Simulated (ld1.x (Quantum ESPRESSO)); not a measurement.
**Ranking RRKJ potentials for Nd (Z = 60)**

All share these settings but for the change named:

ld1.x (Quantum ESPRESSO) 7.5 input, shortened:

```
&input
   title='Nd', zed=60., rel=1, dft='PBE', iswitch=3,
   config='[Xe] 4f4 5d0.5 6s1.5 6p0'
 /
 &inputp
   pseudotype=2, tm=.false., lloc=0,
   nlcc=.false.
 /
4
5P  2  1   6.00   0.00  2.80  2.80  0.0
5D  3  2   0.50   0.00  2.35  2.35  0.0
4F  4  3   4.00   0.00  1.00  1.00  0.0
5S  1  0   2.00   0.00  1.60  1.60  0.0
 &test
   configts(1)='4f4 5s2 5p6 5d0.5 6s1.5 6p0'
 /
```

Occupied shells without a wave of their own: 6s. They enter only through the test configuration that unscreens the potential.

Test errors are all-electron minus pseudo excitation energies from the reference, over 4f4 5s2 5p6 5d0 6s2 6p0; 4f4 5s2 5p6 5d0 6s1 6p0; 4f4 5s2 5p6 5d0 6s0 6p0; 4f4 5s2 5p5 5d0 6s2 6p0; 4f4 5s2 5p6 5d0 6s1.5 6p0; 4f4 5s2 5p6 5d1 6s1 6p0; 4f4 5s2 5p6 5d1 6s0 6p0. None of these files shows a bound ghost.

The base gives 151.3 meV.

Of 6 variants that were run, those that failed, showed a ghost or another fault, or gave nearly equal values are left out.

Q: Rank these variants by their largest absolute test error, smallest first.
A. wave 5s (bound): rc 1.60 bohr becomes 5s (bound): rc 1.90 bohr
B. wave 5s (bound): rc 1.60 bohr becomes 5s (bound): rc 1.66 bohr
C. wave 5s (bound): rc 1.60 bohr becomes 5s (bound): rc 1.38 bohr

A: C (100.3 meV), B (178.6 meV), A (467.3 meV).
